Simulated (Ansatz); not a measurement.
System: C₂H₆ClGa (charge 0, singlet). 
Geometry from a B3LYP-D3(BJ)/def2-TZVP (Ansatz, an electronic-structure program) optimisation:
```xyz
10

C      1.8518     0.0278    -1.0432
Ga     0.0169     0.0653    -0.3329
C     -1.7405     0.3971    -1.1540
Cl    -0.0920    -0.3525     1.8159
H      1.8788     0.2044    -2.1178
H      2.4483     0.7903    -0.5398
H      2.3038    -0.9409    -0.8256
H     -2.3498    -0.5048    -1.0739
H     -2.2523     1.1904    -0.6077
H     -1.6558     0.6774    -2.2033
```
Charge 0, spin multiplicity 1.

Total electronic energies in hartree. Cores are frozen in the correlated levels unless marked. Spin-orbit coupling is left out. Frozen are the shells of the preceding noble gas and the d and f shells that filled before the atom's block. Non-relativistic. CBS marks a two-point X^-3 extrapolation of the correlation energy; Hartree-Fock from the larger set. The bracket is a focal-point correction in the basis named.

```csv
level,program,energy (Eh)
HF/def2-TZVPPD,Ansatz,-2462.09604
HF/def2-QZVPP,Ansatz,-2462.15141
RI-HF/def2-TZVPPD,Ansatz,-2462.09594
BLYP-D4/def2-TZVPD,Ansatz + dftd4,-2465.02113
revPBE/def2-TZVPD,Ansatz,-2464.74165
r2SCAN/def2-TZVPD,Ansatz,-2464.90062
r2SCAN-D4/def2-TZVPD,Ansatz + dftd4,-2464.90239
PBE0/def2-TZVPD,Ansatz,-2464.48735
BHLYP-D4/def2-TZVPD,Ansatz + dftd4,-2464.92393
CAM-B3LYP-D3(BJ)/def2-TZVPD,Ansatz + dftd3,-2465.08166
CAM-B3LYP/def2-TZVPD,Ansatz,-2465.07572
B2GP-PLYP/def2-TZVPD,Ansatz,-2464.15165
B2PLYP-D3(BJ)/def2-TZVPD,Ansatz + dftd3,-2464.37037
"MP2/CBS(def2-TZVPP,def2-QZVPP)",Ansatz,-2462.8552
RI-MP2/def2-TZVPP,Ansatz,-2462.71721
SCS-MP2/def2-QZVPP,Ansatz,-2462.83008
CCSD/STO-3G,Ansatz,-2434.02787
CCSD/def2-TZVPP,Ansatz,-2462.76663
CCSD/def2-TZVPPD,Ansatz,-2462.77076
"CCSD/CBS(def2-TZVPP,def2-QZVPP)",Ansatz,-2462.8931
CCSD(T)/def2-QZVPPD,Ansatz,-2462.89392
"RI-MP2/CBS(def2-TZVPP,def2-QZVPP)+[CCSD(T)-MP2]/def2-TZVPP",Ansatz,-2462.9303
"CCSD(T)/CBS(def2-TZVPPD,def2-QZVPPD)",Ansatz,-2462.9238
```

Totals of different functionals don't rank their quality; only differences between species are comparable.
